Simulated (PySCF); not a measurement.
Coordinates in bohr (charge 0 multiplicity 2):
```
Pd   -0.3371    0.0000   -0.1000
F     3.1599   -0.0001    0.2031
F    -0.6678    3.4314    0.2039
F    -0.6679   -3.4313    0.2039
```

Method: UPBE0 in PySCF with Pd def2-TZVP with ECP28, F def2-TZVP; scalar-relativistic core potentials, no spin–orbit coupling; density-fitted integrals.

This geometry of PdF3 is a stationary point at this level.

Task: What is the point group?

Result: Cs.

Task: Is it a minimum?

Result: Yes: all harmonic wavenumbers are real.

Task: List the harmonic modes with their infrared intensities.

Result: 
```tsv
symmetry	ω (cm⁻¹)	IR (km/mol)	type
a'	90	22.6	bend
a''	177	2.3	bend
a'	204	17.6	bend
a'	597	50.5	stretch
a'	640	1.6	stretch
a''	705	165	stretch
```

Task: What are the dipole moment and the gap between the highest occupied and lowest empty levels of either spin?

Result: 2.85 D and 3.23 eV.

Task: Give the atomic charges and bond orders.

Result: 
| atom | Mulliken | Löwdin | polar tensor | spin (Mulliken) | Mayer order to Pd1 |
| --- | --- | --- | --- | --- | --- |
| Pd1 | 1.21 | 0.69 | 1.63 | 0.66 | – |
| F2 | -0.40 | -0.23 | -0.47 | 0.00 | 0.80 |
| F3,4 | -0.40 | -0.23 | -0.58 | 0.17 | 0.79 |

This need not be the most stable arrangement of these atoms. With open d or f shells other occupations or spin states may lie lower.
